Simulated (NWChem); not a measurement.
System: C$_{3}$H$_{7}$In; SMILES C=[CH][InH][CH3]

Input file for NWChem:

```
start job
memory heap 200 mb stack 900 mb global 1100 mb
geometry units angstroms noautoz
  In    -0.307891     0.297019     0.002718
  H     -2.047396     0.202666    -0.000137
  C      0.737369     2.193470     0.002145
  H      0.403775     2.808481     0.851974
  H      0.502347     2.747034    -0.920312
  H      1.826194     2.058438     0.065282
  C      0.723000    -1.595314     0.002250
  C      0.055890    -2.757833    -0.000721
  H      1.820485    -1.642760     0.004577
  H      0.566173    -3.731086    -0.000944
  H     -1.040561    -2.803162    -0.003116
end
basis spherical
  In library def2-svp
  H library def2-svp
  C library def2-svp
end
ecp
  In library def2-ecp
end
dft
  xc kt2
  iterations 150
  mulliken
end
task dft energy
```

The geometry was optimised at PBE0/def2-SVP. Not confirmed as a minimum by frequencies. def2 effective core potentials on In; no spin-orbit coupling.

Problem. What results follow from this input? (KT2/def2-SVP with def2 effective core potentials on In.) Quantities: energy (Ha); highest occupied level (eV); orbital gap (eV); dipole (D).

Solution. 
```yaml
energy (Ha): -311.72
highest occupied level (eV): -6.15
orbital gap (eV): 3.92
dipole (D): 0.61
```
